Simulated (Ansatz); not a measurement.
`C[SiH](N)S`, relaxed with RKS PBE-D4/def2-SVP in Ansatz from a rough embedded geometry. The force threshold is 0.03 eV/Å; the program also tests the step.

Charge 0, multiplicity 1.

Start:

```xyz
11

C    -1.188   -0.181    0.756
Si    0.176    0.225   -0.290
N     0.815   -1.124   -1.027
S     1.830    0.995    0.828
H    -1.635    0.709    1.295
H    -2.072   -0.652    0.223
H    -0.950   -0.916    1.565
H    -0.162    1.126   -1.367
H     0.313   -1.354   -1.947
H     1.786   -0.931   -1.345
H     1.087    2.102    1.309
```

```json
{"step": "1", "energy (eV)": "-21335.4102", "largest force (eV/Å)": "3.147", "largest move (Å)": "0.000"}
{"step": "2", "energy (eV)": "-21335.8474", "largest force (eV/Å)": "1.372", "largest move (Å)": "0.159"}
{"step": "3", "energy (eV)": "-21335.9473", "largest force (eV/Å)": "0.344", "largest move (Å)": "0.134"}
{"step": "4", "energy (eV)": "-21336.0006", "largest force (eV/Å)": "0.189", "largest move (Å)": "0.200"}
{"step": "5", "energy (eV)": "-21336.0087", "largest force (eV/Å)": "0.645", "largest move (Å)": "0.194"}
{"step": "6", "energy (eV)": "-21336.0347", "largest force (eV/Å)": "0.328", "largest move (Å)": "0.200"}
{"step": "7", "energy (eV)": "-21336.0429", "largest force (eV/Å)": "0.098", "largest move (Å)": "0.069"}
{"step": "8", "energy (eV)": "-21336.0436", "largest force (eV/Å)": "0.023", "largest move (Å)": "0.019"}
```

End:

```xyz
11

C    -1.305   -0.287    0.715
Si    0.204    0.324   -0.226
N     0.886   -1.037   -1.063
S     1.803    1.024    1.067
H    -1.746    0.535    1.313
H    -2.089   -0.656    0.019
H    -1.031   -1.111    1.404
H    -0.194    1.526   -1.056
H     0.264   -1.731   -1.485
H     1.739   -0.923   -1.614
H     1.469    2.337    0.927
```

Run time 9 s (4 threads of an Arm Neoverse V2 on a shared host); peak host memory 0.15 GiB.
